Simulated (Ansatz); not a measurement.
Start from `O[Si]F` and change one element to get `[OH][Ge][F]`.

Ansatz, PBE0-D4/def2-TZVP geometries, multiplicity 1. Each molecule was computed in one conformer, which needn't be the lowest.

Scalar relativity is left out up to krypton.

| property | `O[Si]F` |
| --- | --- |
| HOMO energy (ωB97M-V/def2-TZVPP) / eV | -9.93 |
| zero-point energy (PBE0-D4/def2-TZVP) / kJ/mol | 42.7 |
| HOMO energy (PBE0/def2-TZVPP) / eV | -7.75 |
| LUMO energy (B3LYP/def2-TZVPP) / eV | -1.77 |
| HOMO–LUMO gap (PBE0/def2-TZVPP) / eV | 6.19 |
| size of the dipole moment (ωB97M-V/def2-TZVPP) / D | 0.87 |

(1) What does the change do to each property? (Best estimate.)

Results:

(1) Ansatz gave: 
| property | `[OH][Ge][F]` | shift |
| --- | --- | --- |
| HOMO energy (ωB97M-V/def2-TZVPP) / eV | -10.61 | -0.68 |
| zero-point energy (PBE0-D4/def2-TZVP) / kJ/mol | 40.5 | -2.2 |
| HOMO energy (PBE0/def2-TZVPP) / eV | -8.36 | -0.61 |
| LUMO energy (B3LYP/def2-TZVPP) / eV | -2.29 | -0.52 |
| HOMO–LUMO gap (PBE0/def2-TZVPP) / eV | 6.32 | 0.13 |
| size of the dipole moment (ωB97M-V/def2-TZVPP) / D | 0.69 | -0.18 |

With PBE0 the HOMO falls by 0.61 eV and the LUMO falls by 0.48 eV, so the gap widens by about 0.13 eV. PBE moves the HOMO by -0.52 eV and ωB97M-V by -0.68 eV. Dipoles are sizes alone; their direction can turn.

B3LYP here is the variant with VWN-RPA as its local correlation; programs differ in this.
